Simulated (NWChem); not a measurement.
System: BBr2Cl; SMILES ClB(Br)Br

The following NWChem deck was run.

```
start job
memory heap 200 mb stack 900 mb global 1100 mb
geometry units angstroms noautoz
  B     -0.406364    -0.006135     0.000000
  Cl    -2.156268    -0.004022     0.000000
  Br     0.552805    -0.005373     1.655618
  Br     0.552805    -0.005373    -1.655618
end
basis spherical
  * library def2-svp
end
dft
  xc mn15
  grid coarse
  iterations 150
  mulliken
end
task dft gradient
```

Excerpt of the output:

```
             Northwest Computational Chemistry Package (NWChem) 7.3.0
             --------------------------------------------------------

 C2V symmetry detected

                             Geometry "geometry" -> ""
                             -------------------------

 Output coordinates in angstroms (scale by  1.889725989 to convert to a.u.)

  No.       Tag          Charge          X              Y              Z
 ---- ---------------- ---------- -------------- -------------- --------------
    1 B                    5.0000     0.00000000     0.00000000    -0.40645017
    2 Cl                  17.0000     0.00000000     0.00000000    -2.15635497
    3 Br                  35.0000    -1.65561800     0.00000000     0.55271836
    4 Br                  35.0000     1.65561800     0.00000000     0.55271836

 Effective nuclear repulsion energy (a.u.)     516.6143782136

      Symmetry information
      --------------------

 Group name             C2v
 Group number             16
 Group order               4
 No. of unique centers     3

                                 NWChem DFT Module
                                 -----------------

 Summary of "ao basis" -> "ao basis" (spherical)
 ------------------------------------------------------------------------------
       Tag                 Description            Shells   Functions and Types
 ---------------- ------------------------------  ------  ---------------------
 B                          def2-svp                 6       14   3s2p1d
 Cl                         def2-svp                 8       18   4s3p1d
 Br                         def2-svp                12       32   5s4p3d

      Symmetry analysis of basis
      --------------------------

        a1         38
        a2         12
        b1         29
        b2         17

            General Information
            -------------------
          SCF calculation type: DFT
          Wavefunction type:  closed shell.
          No. of atoms     :     4
          No. of electrons :    92
           Alpha electrons :    46
            Beta electrons :    46
          Charge           :     0
          Spin multiplicity:     1
          Use of symmetry is: on ; symmetry adaption is: on
          Maximum number of iterations: 150
          AO basis - number of functions:    96
                     number of shells:    38
          Convergence on energy requested:  1.00D-06
          Convergence on density requested:  1.00D-05
          Convergence on gradient requested:  5.00D-04

              XC Information
              --------------
                         MN15 Method XC Functional
                     Hartree-Fock (Exact) Exchange  0.440
                          MN15 Exchange Functional  1.000
                        MN15 Correlation Potential  1.000

             Grid Information
             ----------------
          Grid used for XC integration:  coarse
          Radial quadrature: Mura-Knowles
          Angular quadrature: Lebedev.
          Tag              B.-S. Rad. Rad. Pts. Rad. Cut. Ang. Pts.
          ---              ---------- --------- --------- ---------
          B                   0.85       35           7.0       302
          Cl                  1.00       70           9.0       302
          Br                  1.15       95           9.0       302
          Grid pruning is: on
          Number of quadrature shells:   200
          Spatial weights used:  Erf1

      Superposition of Atomic Density Guess
      -------------------------------------

 Sum of atomic energies:       -5627.99913091

      Non-variational initial energy
      ------------------------------

 Total energy =   -5629.037395
 1-e energy   =   -8862.604800
 2-e energy   =    2716.953027
 HOMO         =      -0.364516
 LUMO         =       0.037501

      Symmetry analysis of molecular orbitals - initial
      -------------------------------------------------

  Numbering of irreducible representations:

     1 a1          2 a2          3 b1          4 b2

  Orbital symmetries:

     1 b1          2 a1          3 a1          4 a1          5 b1
     6 b1          7 a1          8 b1          9 a1         10 b2
    11 a2         12 a1         13 a1         14 b1         15 a1
    16 b1         17 b2         18 a1         19 a1         20 b1
    21 a1         22 b2         23 b1         24 a2         25 a1
    26 b1         27 a1         28 b2         29 a2         30 b1
    31 a1         32 b2         33 a2         34 b1         35 a1
    36 a1         37 b1         38 a1         39 a1         40 b1
    41 b2         42 b2         43 b1         44 a1         45 a2
    46 b1         47 b2         48 a1         49 a1         50 b1
    51 a1         52 b1         53 a1         54 b2         55 a1
    56 b1

     ---------------------------------------------
      Total Density - Mulliken Population Analysis
     ---------------------------------------------

    Atom       Charge   Shell Charges
 -----------   ------   -------------------------------------------------------
    1 B    5     4.21   1.99  0.80  0.11  0.92  0.29  0.10
    2 Cl  17    17.23   2.00  1.99  1.22  0.69  5.94  2.15  3.22  0.01
    3 Br  35    35.28   2.00  2.00  2.00  1.36  0.57  6.00  5.99  2.38  2.97  8.23  1.73  0.06
    4 Br  35    35.28   2.00  2.00  2.00  1.36  0.57  6.00  5.99  2.38  2.97  8.23  1.73  0.06

   convergence    iter        energy       DeltaE   RMS-Dens  Diis-err
 ---------------- ----- ----------------- --------- --------- ---------
 d= 0,ls=0.0,diis     1  -5633.0256679377 -6.15D+03  1.46D-02  1.92D+00
 d= 0,ls=0.0,diis     2  -5633.0014791694  2.42D-02  1.06D-02  1.18D+00
 d= 0,ls=0.0,diis     3  -5633.1178024976 -1.16D-01  3.62D-03  1.72D-01
 d= 0,ls=0.0,diis     4  -5633.1432549698 -2.55D-02  3.87D-04  2.40D-03
 d= 0,ls=0.0,diis     5  -5633.1435554410 -3.00D-04  1.04D-04  9.19D-05
  Resetting Diis
 d= 0,ls=0.0,diis     6  -5633.1435620377 -6.60D-06  3.31D-05  7.58D-06
 d= 0,ls=0.0,diis     7  -5633.1435629953 -9.58D-07  6.37D-06  9.93D-08

         Total DFT energy =    -5633.143562995267
      One electron energy =    -8861.274034939273
           Coulomb energy =     2926.890010556847
    Exchange-Corr. energy =     -215.373916826449
 Nuclear repulsion energy =      516.614378213610

 Numeric. integr. density =       91.999964373542

                  Occupations of the irreducible representations
                  ----------------------------------------------

                     irrep           alpha         beta
                     --------     --------     --------
                     a1               19.0         19.0
                     a2                5.0          5.0
                     b1               15.0         15.0
                     b2                7.0          7.0

                       DFT Final Molecular Orbital Analysis
                       ------------------------------------

 Vector   44  Occ=2.000000D+00  E=-3.616508D-01  Symmetry=a1
              MO Center=  2.4D-15, -3.0D-15,  3.7D-01, r^2= 4.2D+00
   Bfn.  Coefficient  Atom+Function         Bfn.  Coefficient  Atom+Function
  ----- ------------  ---------------      ----- ------------  ---------------
    49      0.369377  3 Br pz                81      0.369377  4 Br pz
    46      0.363049  3 Br pz                78      0.363049  4 Br pz
    43     -0.240369  3 Br pz                75     -0.240369  4 Br pz
    27      0.186648  2 Cl pz                24      0.150568  2 Cl pz
    44      0.098364  3 Br px                76     -0.098364  4 Br px

 Vector   45  Occ=2.000000D+00  E=-3.488692D-01  Symmetry=a2
              MO Center= -1.3D-13,  2.9D-15,  5.3D-01, r^2= 4.1D+00
   Bfn.  Coefficient  Atom+Function         Bfn.  Coefficient  Atom+Function
  ----- ------------  ---------------      ----- ------------  ---------------
    48      0.424865  3 Br py                80     -0.424865  4 Br py
    45      0.396678  3 Br py                77     -0.396678  4 Br py
    42     -0.263546  3 Br py                74      0.263546  4 Br py
    39      0.085742  3 Br py                71     -0.085742  4 Br py
    10     -0.034331  1 B  d -2

 Vector   46  Occ=2.000000D+00  E=-3.309424D-01  Symmetry=b1
              MO Center= -1.6D-15, -2.6D-16,  2.8D-01, r^2= 4.6D+00
   Bfn.  Coefficient  Atom+Function         Bfn.  Coefficient  Atom+Function
  ----- ------------  ---------------      ----- ------------  ---------------
    49      0.330708  3 Br pz                81     -0.330708  4 Br pz
    46      0.318037  3 Br pz                78     -0.318037  4 Br pz
    47      0.243145  3 Br px                79      0.243145  4 Br px
    44      0.233688  3 Br px                76      0.233688  4 Br px
    25     -0.215392  2 Cl px                43     -0.208924  3 Br pz

 Vector   47  Occ=0.000000D+00  E=-4.833024D-02  Symmetry=b2
              MO Center=  1.2D-14, -8.5D-15, -3.6D-01, r^2= 2.9D+00
   Bfn.  Coefficient  Atom+Function         Bfn.  Coefficient  Atom+Function
  ----- ------------  ---------------      ----- ------------  ---------------
     5      0.638262  1 B  py                 8     -0.516646  1 B  py
    26      0.330521  2 Cl py                48      0.315498  3 Br py
    80      0.315498  4 Br py                45      0.184017  3 Br py
    77      0.184017  4 Br py                23      0.177231  2 Cl py
    42     -0.122806  3 Br py                74     -0.122806  4 Br py

 Vector   48  Occ=0.000000D+00  E= 5.781255D-02  Symmetry=a1
              MO Center=  1.7D-15,  9.0D-15,  3.8D-02, r^2= 4.0D+00
   Bfn.  Coefficient  Atom+Function         Bfn.  Coefficient  Atom+Function
  ----- ------------  ---------------      ----- ------------  ---------------
     3      1.350278  1 B  s                  2      0.715096  1 B  s
    47     -0.615709  3 Br px                79      0.615709  4 Br px
    37     -0.520292  3 Br s                 69     -0.520292  4 Br s
    27     -0.350697  2 Cl pz                18     -0.288785  2 Cl s
    49      0.280950  3 Br pz                81      0.280950  4 Br pz

 Vector   49  Occ=0.000000D+00  E= 1.285129D-01  Symmetry=b1
              MO Center=  2.2D-15,  2.0D-17, -1.0D-01, r^2= 3.8D+00
   Bfn.  Coefficient  Atom+Function         Bfn.  Coefficient  Atom+Function
  ----- ------------  ---------------      ----- ------------  ---------------
     7      1.006554  1 B  px                 4     -0.756107  1 B  px
    37      0.549419  3 Br s                 69     -0.549419  4 Br s
    47      0.468015  3 Br px                79      0.468015  4 Br px
    49     -0.462971  3 Br pz                81      0.462971  4 Br pz
    25     -0.326196  2 Cl px                36      0.270544  3 Br s

     ---------------------------------------------
      Total Density - Mulliken Population Analysis
     ---------------------------------------------

    Atom       Charge   Shell Charges
 -----------   ------   -------------------------------------------------------
    1 B    5     4.97   1.98  0.84  0.07  1.48  0.47  0.13
    2 Cl  17    16.99   2.00  1.97  1.24  0.68  5.93  2.26  2.89  0.02
    3 Br  35    35.02   2.00  2.00  1.98  1.42  0.52  6.00  5.96  2.47  2.66  8.19  1.75  0.09
    4 Br  35    35.02   2.00  2.00  1.98  1.42  0.52  6.00  5.96  2.47  2.66  8.19  1.75  0.09

     -------------------------------------------
      Total Density - Lowdin Population Analysis
     -------------------------------------------

    Atom       Charge   Shell Charges
 -----------   ------   -------------------------------------------------------
    1 B    5     5.57   1.96  0.60  0.31  1.36  1.05  0.30
    2 Cl  17    16.78   2.00  1.95  1.00  0.74  5.83  2.32  2.92  0.03
    3 Br  35    34.82   2.00  2.00  1.95  1.08  0.70  5.99  5.80  2.51  2.75  7.83  2.04  0.17
    4 Br  35    34.82   2.00  2.00  1.95  1.08  0.70  5.99  5.80  2.51  2.75  7.83  2.04  0.17

     Multipole analysis of the density
     ---------------------------------

     L   x y z        total         alpha         beta         nuclear
     -   - - -        -----         -----         ----         -------
     0   0 0 0     -0.000000    -46.000000    -46.000000     92.000000

     1   1 0 0      0.000000      0.000000      0.000000      0.000000
     1   0 1 0     -0.000000     -0.000000     -0.000000      0.000000
     1   0 0 1     -0.009200     -0.004600     -0.004600      0.000000

     2   2 0 0    -39.668047   -362.432948   -362.432948    685.197848
     2   1 1 0     -0.000000     -0.000000     -0.000000      0.000000
     2   1 0 1     -0.000000     -0.000000     -0.000000      0.000000
     2   0 2 0    -39.628155    -19.814077    -19.814077      0.000000
     2   0 1 1      0.000000      0.000000      0.000000      0.000000
     2   0 0 2    -40.032214   -200.816549   -200.816549    361.600883

            General Information
            -------------------
          SCF calculation type: DFT
          Wavefunction type:  closed shell.
          No. of atoms     :     4
          No. of electrons :    92
           Alpha electrons :    46
            Beta electrons :    46
          Charge           :     0
          Spin multiplicity:     1
          Use of symmetry is: on ; symmetry adaption is: on
          Maximum number of iterations: 150
          AO basis - number of functions:    96
                     number of shells:    38
          Convergence on energy requested:  1.00D-06
          Convergence on density requested:  1.00D-05
          Convergence on gradient requested:  5.00D-04

              XC Information
              --------------
                         MN15 Method XC Functional
                     Hartree-Fock (Exact) Exchange  0.440
                          MN15 Exchange Functional  1.000
                        MN15 Correlation Potential  1.000

             Grid Information
             ----------------
          Grid used for XC integration:  coarse
          Radial quadrature: Mura-Knowles
          Angular quadrature: Lebedev.
          Tag              B.-S. Rad. Rad. Pts. Rad. Cut. Ang. Pts.
          ---              ---------- --------- --------- ---------
          B                   0.85       35           7.0       302
          Cl                  1.00       70           9.0       302
          Br                  1.15       95           9.0       302
          Grid pruning is: on
          Number of quadrature shells:   200
          Spatial weights used:  Erf1

          Convergence Information
          -----------------------
          Convergence aids based upon iterative change in
          total energy or number of iterations.
          Levelshifting, if invoked, occurs when the
          HOMO/LUMO gap drops below (HL_TOL):  1.00D-02
          DIIS, if invoked, will attempt to extrapolate
          using up to (NFOCK): 10 stored Fock matrices.

                    Damping( 0%)  Levelshifting(0.5)       DIIS
                  --------------- ------------------- ---------------
          dE  on:    start            ASAP                start
          dE off:    2 iters        150 iters           150 iters

                            NWChem DFT Gradient Module
                            --------------------------

  charge          =   0.00
  wavefunction    = closed shell

  Using symmetry

                         DFT ENERGY GRADIENTS

    atom               coordinates                        gradient
                 x          y          z           x          y          z
   1 B       0.000000   0.000000  -0.768079    0.000000   0.000000   0.000436
   2 Cl      0.000000   0.000000  -4.074920    0.000000   0.000000  -0.009286
   3 Br     -3.128664   0.000000   1.044486   -0.007187   0.000000   0.004425
   4 Br      3.128664   0.000000   1.044486    0.007187   0.000000   0.004425
```

Level: MN15/def2-SVP. All runs use the structure optimised with PBE-D3(BJ)/def2-SVP.
